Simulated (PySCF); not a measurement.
C4H6ClNSi.
Cartesian coordinates in Å at the GFN2-xTB level; atoms count from 1:
```
atom  x, y, z in Å
C1     0.9629    0.9670    0.7172
C2     0.4904   -0.2556   -0.0052
C3     1.2850   -1.0190   -0.7443
Cl4    2.9729   -0.7387   -0.9841
Si5   -1.3398   -0.6914    0.1645
C6    -2.2649    0.7644   -0.5608
N7    -2.8191    1.6636   -1.0038
H8     0.4356    1.8435    0.3413
H9     0.7460    0.8838    1.7815
H10    2.0315    1.1165    0.5860
H11    0.9394   -1.8955   -1.2694
H12   -1.7056   -1.8731   -0.6135
H13   -1.7384   -0.7649    1.5731
```

Computed with TDDFT B3LYP/def2-SVPD, vertical, gas phase, core orbitals frozen in the response (PySCF).

Transition dipole moments from the ground state, in atomic units and in the frame of the coordinates above (overall signs are arbitrary), for the states with f of 0.002 or more among the lowest 7:

| state | E (eV) | μx | μy | μz |
| --- | --- | --- | --- | --- |
| S1 | 5.829 | -0.461 | 0.244 | 0.145 |
| S2 | 6.147 | 0.664 | -0.179 | -0.205 |
| S3 | 6.267 | -1.096 | 0.386 | 0.533 |
| S4 | 6.582 | 0.072 | -0.101 | -0.025 |
| S6 | 6.916 | 0.124 | -0.180 | 0.174 |
| S7 | 6.993 | -0.075 | -0.089 | 0.035 |

**Question.** Work out the oscillator strengths.

**Answer.** f = (2/3) ΔE |μ|² with ΔE in hartree (27.2114 eV).

```tsv
state	|μ|² (au)	|μ| (D)	f
S1	0.293	1.38	0.042
S2	0.515	1.82	0.078
S3	1.636	3.25	0.251
S4	0.016	0.32	0.003
S6	0.078	0.71	0.013
S7	0.015	0.31	0.003
```

**Question.** Which bond between heavy atoms lies closest to the direction of the S3 transition dipole?

**Answer.** C2–C3, at 23° from it; next C3–Cl4 at 32°.

**Question.** What angle do the transition dipoles of S3 and S6 make?

**Answer.** |cos θ| = |μa·μb| / (|μa| |μb|) = 0.32, so θ ≈ 72° (taken between 0 and 90°, since the signs are arbitrary).

**Question.** What peak molar absorption coefficient would the strongest computed level give as a lone Gaussian band 0.4 eV wide at half height?

**Answer.** ε(max) = 2.175×10⁸ f / FWHM, with the width in cm⁻¹. S3: 2.175×10⁸ × 0.2512 / 3226 ≈ 17000 L mol⁻¹ cm⁻¹.

One conformer stands for the species.
